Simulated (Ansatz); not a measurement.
Results of the Gaussian-basis code of Ansatz.

A structure relaxed at PBE0-D4/def2-TZVP, charge 0, multiplicity 1:

```csv
atom,x (Å),y (Å),z (Å)
N1,-0.860,0.459,-0.711
Si2,0.392,-0.409,0.043
O3,1.260,0.552,1.035
Cl4,-0.567,-1.926,1.049
H5,-1.732,0.011,-0.937
H6,-0.668,1.247,-1.307
H7,1.410,-1.027,-0.827
H8,0.765,1.092,1.655
```

(1) Give its formula and SMILES.

(2) Summarise the bond lengths by kind.

## Answers

(1) ClH4NOSi, `N[SiH](O)Cl`.

(2) 1 × N–Si 1.700 Å; 2 × H–N 1.006 to 1.007 Å; 1 × O–Si 1.631 Å; 1 × Cl–Si 2.058 Å; 1 × H–Si 1.474 Å; 1 × H–O 0.960 Å.
